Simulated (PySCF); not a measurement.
# Structure revision by computed shifts

A compound C₇H₇FO gives the data below (simulated from a calculation) and was assigned the structure `COc1cccc(F)c1`.

13C{1H} NMR (computed): δ 150.0 (C), 149.7 (C), 142.7 (C), 134.7 (CH), 125.6 (CH2), 121.0 (CH), 59.6 (CH3).

1H NMR (500 MHz, computed): δ 6.19 (m, 1H), 6.13 (m, 1H), 5.84 (m, 1H), 5.81 (m, 1H), 4.18 (s, 3H).

PySCF 2.14 calculation with geometry: GFN2-xTB and GIAO PBE0/pcSseg-1 shieldings; single conformer, no relativistic terms, fast rotation and ring inversion assumed for equivalent nuclei, no solvent model.

Referencing at the same level of theory: TMS for 1H and 13C.

Q: Compare with the shifts computed for the proposed structure, pairing carbons in order of shift.

A: Structure with atom numbers: `[CH3:1][O:2][c:3]1[cH:4][cH:5][cH:6][c:7]([F:8])[cH:9]1`; H(Xn) means a hydrogen on atom n.

```csv
atom,computed for proposal,given list,difference
C7,174.0,150.0,+24.0
C3,168.2,149.7,+18.5
C5,135.8,142.7,-6.9
C4,118.8,134.7,-15.9
C6,111.9,125.6,-13.7
C9,101.3,121.0,-19.7
C1,56.0,59.6,-3.6
```

The rms difference is 16.1 ppm and the largest +24.0 ppm at C7 (aromatic carbon bearing fluorine). The carbon types in order of shift don't match either: C, C, CH, CH, CH, CH, CH3 for the proposal against C, C, C, CH, CH2, CH, CH3 in the data. The proposal doesn't fit.

Q: Which isomer fits?

A: SMILES O(C1=C(F)C(=C)C=C1)C.

1. Carbon types of the structure: 3 × C, 2 × CH, 1 × CH2, 1 × CH3, which accounts for all hydrogens.
2. δC 150.0: fully substituted alkene carbon; as expected for a trigonal carbon in a double bond.
3. δC 149.7: alkene carbon bearing oxygen; an sp2 carbon further deshielded by the attached heteroatom.
4. δC 134.7, 121.0: alkene CH; the olefinic region.
5. δC 125.6: terminal =CH2 carbon; an sp2 carbon of a C=C bond.

Other isomers checked: C=C(C)c1ccc(F)o1 (rms 21.4 ppm).

This is the structure that produced the data.

Splittings by 19F in the carbon and heteronuclear signals aren't shown, as no couplings were computed. Shifts are as computed. Against solution values, carbons near 30 ppm lie about +3 ppm off and those near 130 ppm about +5 ppm. Of 1211 compounds with measured shifts, 218 miss one by over three times the rms of a fit or turn the order of signals round; such compounds aren't used in these exercises. No couplings were computed; multiplicities are counted from neighbouring protons, with m where these are inequivalent, close in shift, in a saturated or five-membered ring or joined by F or P, and br s for small geminal =CH2 splittings.
